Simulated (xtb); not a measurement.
Input for xtb: GFN-FF on C2H7Al (SMILES [CH3][AlH][CH3]), a point of a torsion scan.

```
$ xtb mol.xyz --gfnff --sp --chrg 0 --uhf 0
10

C      1.70621163     0.36928201    -0.25898809
Al     0.21322011    -0.29603602     0.87566389
C      0.28700554    -1.59242714     2.38342019
H      1.99467584    -0.33165897    -1.05097505
H      1.42754727     1.30219318    -0.76486504
H      2.62137357     0.57839223     0.30775865
H     -1.19259319     0.27531993     0.54377526
H      0.83276480    -1.21254761     3.25512924
H     -0.72271874    -1.84075053     2.73385100
H      0.76854302    -2.54097620     2.11783356
```

The log:

```
[...]
           -------------------------------------------------
          |                Calculation Setup                |
           -------------------------------------------------



          ==================== Thresholds ====================
          CN  :   150.00000
          rep :   500.00000
          disp:  2500.00000
          HB1 :   250.00000
          HB2 :   450.00000

          Pauling EN used:
          Z : 1  EN :  2.20
          Z : 6  EN :  2.55
          Z :13  EN :  1.61
          electric field strengths (au): 0.000

           -------------------------------------------------
          |           Force Field Initialization            |
           -------------------------------------------------

          distances ...
          ----------------------------------------
          generating topology and atomic info file ...
          pair mat ...
          computing topology distances matrix with Floyd-Warshall algo ...
          making topology EEQ charges ...
          #fragments for EEQ constrain: 1
          ----------------------------------------
          generating topology and atomic info file ...
          pair mat ...
          computing topology distances matrix with Floyd-Warshall algo ...
          making topology EEQ charges ...
          #fragments for EEQ constrain: 1
          rings ...
          # BATM   42
          # H in HB   1

  atom   neighbors  erfCN metchar sp-hybrid imet pi  qest     coordinates
    1  C       4    3.48   0.00         3    0    0  -0.075    3.224273    0.697842   -0.489417
    2  Al      3    2.75   0.06         2    1    0   0.075    0.402928   -0.559427    1.654765
    3  C       4    3.48   0.00         3    0    0  -0.075    0.542362   -3.009251    4.504011
    4  H       1    0.97   0.00         0    0    0   0.016    3.769391   -0.626745   -1.986055
    5  H       1    0.97   0.01         0    0    0   0.016    2.697673    2.460788   -1.445385
    6  H       1    0.97   0.00         0    0    0   0.016    4.953678    1.093003    0.581580
    7  H       1    0.96   0.01         0    0    0  -0.018   -2.253675    0.520279    1.027586
    8  H       1    0.97   0.00         0    0    0   0.016    1.573697   -2.291383    6.151303
    9  H       1    0.97   0.01         0    0    0   0.016   -1.365740   -3.478514    5.166230
   10  H       1    0.97   0.00         0    0    0   0.016    1.452336   -4.801749    4.002125

          #atoms :   10
          #bonds :   9
          #angl  :   15
          #tors  :   12
          #nmol  :   1
          #optfrag :   1
           -------------------------------------------------
          |                   G F N - F F                   |
          |          A general generic force-field          |
          |                  Version 1.0.3                  |
           -------------------------------------------------
          Number of HB bonds (bound hydrogen)     0
          Number of HB bonds (unbound hydrogen)   0
          Number of XB bonds                      0

 E+G (total)                   0 d,  0 h,  0 min,  0.000 sec
 distance/D3 list               ...        0 min,  0.000 sec (  0.839%)
 non bonded repulsion           ...        0 min,  0.000 sec ( 18.095%)
 dCN                            ...        0 min,  0.000 sec (  3.955%)
 EEQ energy and q               ...        0 min,  0.000 sec ( 13.184%)
 D3                             ...        0 min,  0.000 sec ( 12.849%)
 EEQ gradient                   ...        0 min,  0.000 sec (  6.744%)
 bonds                          ...        0 min,  0.000 sec (  8.434%)
 bend and torsion               ...        0 min,  0.000 sec ( 13.048%)
Note: The following floating-point exceptions are signalling: IEEE_UNDERFLOW_FLAG IEEE_DENORMAL
normal termination of xtb
 bonded ATM                     ...        0 min,  0.000 sec (  6.401%)
 HB/XB (incl list setup)        ...        0 min,  0.000 sec ( 12.565%)

         :::::::::::::::::::::::::::::::::::::::::::::::::::::
         ::                     SUMMARY                     ::
         :::::::::::::::::::::::::::::::::::::::::::::::::::::
         :: total energy              -1.206505788748 Eh    ::
         :: gradient norm              0.024400382975 Eh/a0 ::
         ::.................................................::
         :: bond energy               -1.245632708255 Eh    ::
         :: angle energy               0.000735685341 Eh    ::
         :: torsion energy             0.000420187114 Eh    ::
         :: repulsion energy           0.045356340256 Eh    ::
         :: electrostat energy        -0.004230745580 Eh    ::
         :: dispersion energy         -0.003149082468 Eh    ::
         :: HB energy                  0.000000000000 Eh    ::
         :: XB energy                  0.000000000000 Eh    ::
         :: bonded atm energy         -0.000005465157 Eh    ::
         :: external energy            0.000000000000 Eh    ::
         :: add. restraining           0.000000000000 Eh    ::
         :: total charge              -0.000000000000 e     ::
         :::::::::::::::::::::::::::::::::::::::::::::::::::::

           -------------------------------------------------
          |                Property Printout                |
           -------------------------------------------------

molecular dipole:
                 x           y           z       tot (Debye)
 q only:       -0.002       0.001      -0.001       0.006

           -------------------------------------------------
          | TOTAL ENERGY               -1.206505788748 Eh   |
          | GRADIENT NORM               0.024400382975 Eh/α |
           -------------------------------------------------
########################################################################
[WARNING] Runtime exception occurred
-1- gfnff_setup: Could not read topology file.
########################################################################

------------------------------------------------------------------------
------------------------------------------------------------------------
 total:
 SCF:
```

The run finished.

Cost: very roughly 0.020 core-seconds.
